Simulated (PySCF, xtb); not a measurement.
Si(F)2(Me)(NH2) (CH5F2NSi), SMILES C[Si](N)(F)F. The values are those of a single conformer.

Harmonic wavenumbers (cm⁻¹) from GFN2-xTB in xtb 6.7.1 at its own minimum, in rising order: 78, 88, 167, 191, 243, 244, 283, 413, 691, 768, 810, 814, 857, 907, 976, 1389, 1477, 1477, 1500, 3040, 3042, 3047, 3505, 3542.

Q: What does PBE-D3(BJ)/def2-SVP (PySCF 2.14.0) give at its own minimum? (The exact figures need the calculation; the answer reports its results.)

A: 110, 140, 192, 236, 286, 326, 332, 379, 657, 717, 755, 781, 864, 924, 942, 1233, 1380, 1381, 1488, 2987, 3083, 3096, 3504, 3601. Paired by order, the mean absolute difference is 48 cm⁻¹ and the zero-point energies are 42.2 and 42.0 kcal/mol.
